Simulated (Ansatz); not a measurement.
Basis-set extrapolation for C₂H₈ClNOSi, SMILES `CC[Si](N)(O)Cl` (PBE0-D4/def2-TZVP geometry, frozen core, Ansatz). Multiplicity 1, RHF reference.

```
                      def2-TZVPP   def2-QZVPP
                 HF  -958.420009  -958.452306
    MP2 correlation    -1.115327    -1.202698
CCSD(T) correlation    -1.213964      not run
```

Energies in hartree. Use E(X) = E(∞) + A·exp(−7.88·√X) for Hartree–Fock and E(X) = E(∞) + B·X^(−2.97) for correlation, with X = 3 and 4, and add CCSD(T) minus MP2 of the smaller set to the MP2 limit.

Question: What is the CCSD(T) energy at the basis-set limit?

Answer: HF limit: -958.452306 + (-0.032297) × 0.13774 = -958.45675. MP2 limit: -1.202698 + (-0.087371) × 0.74074 = -1.26742. Higher-order term: -1.213964 − (-1.115327) = -0.09864. Total: -959.82281 hartree, 495.8 kJ/mol below CCSD(T)/def2-TZVPP.
